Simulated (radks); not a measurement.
Values are calculated unless marked as measured or tabulated.
Problem. Coulomb parameter of the 4f shell of the europium ion Eu3+ in the model configuration [Xe] 4f5 6s1, as a second difference U = [E(n + 0.25) + E(n - 0.25) - 2 E(n)] / (0.25)^2 with all orbitals relaxed. "Bare": the charge of the atom changes with n. "Screened": the 6s shell takes up the change at fixed total charge, which measures U(4f,4f) + U(6s,6s) - 2 U(4f,6s). Code: a radial shooting solver on a logarithmic mesh with Libxc functionals. Model: scalar-relativistic Kohn-Sham, PBEsol, spin-unpolarised, spherical densities, finite nucleus; Fermi nuclear charge, rms radius 5.1115 fm. Estimate both.

Solution. U(bare) = 19.926 eV, U(screened by 6s) = 8.382 eV, against the Slater integral F0(4f,4f) = 30.424 eV with frozen orbitals.
